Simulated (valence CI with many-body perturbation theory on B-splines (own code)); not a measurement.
## Ga XXVI: key properties

Method: configuration interaction combined with many-body perturbation theory (CI+MBPT): four valence electrons over a frozen Dirac-Fock core [He], a basis of 11 s, 11 p, 9 d, 7 f, 5 g, 2 h, 1 i functions for each j, with the one-electron correlation potential Σ1 (screened to all orders), the two-electron term Σ2, the three-electron term Σ3, Breit, model QED; selected single and double excitations, second order for the rest (own B-spline code, finite nucleus).

No measured levels were compared; by estimate levels of excited configurations hold to 0.05 to 0.15 % of their energy, terms of the ground configuration to about 0.5 %. Among the levels kept, up to 270 cm⁻¹ of a level comes from second order outside the variational space, and about a tenth of that is noise between levels of different J, which matters for small intervals.

Names give the largest LS component (configuration and term), which can be under half, so a name can repeat, a term be missing and a line seem to break the LS rules; names also repeat where a configuration has a term twice.

Rates and lifetimes use the calculated energies. Strong lines usually hold to 10 to 20 %, long lifetimes can be off by a factor of two.

(1) What is the ground level?

(2) Where does the other parity begin?

(3) Among levels below 1622.1 eV, which E1 lines absorb most strongly from the ground level?

(4) What is the ionisation energy?

(5) Name the longest-lived excited levels whose lifetime is computed, and their main decay.

Answers

(1) 2s²2p² ³P_0, composition 84 % 2s²2p² ³P + 15 % 2s²2p² ¹S.

(2) At 2s2p³ ⁵S°_2, 95.4 eV.

(3) to 2s²2p3d ³D°_1 at 0.8223 nm, f = 1.33; to 2s2p²3p ⁵D°_1 at 0.8035 nm, f = 0.198; to 2s²2p3d ¹P°_1 at 0.8010 nm, f = 0.148.

(4) 2547.7 eV; NIST lists 2543.9 ± 2 eV (semi-empirical).

(5) 2s²2p² ³P_2 at 31.1 eV lives 463 μs, mostly by M1 to 2s²2p² ³P_1; 2s²2p² ³P_1 at 23.2 eV lives 10.1 μs, mostly by M1 to 2s²2p² ³P_0; 2s²2p² ¹D_2 at 61.0 eV lives 3.43 μs, mostly by M1 to 2s²2p² ³P_1.
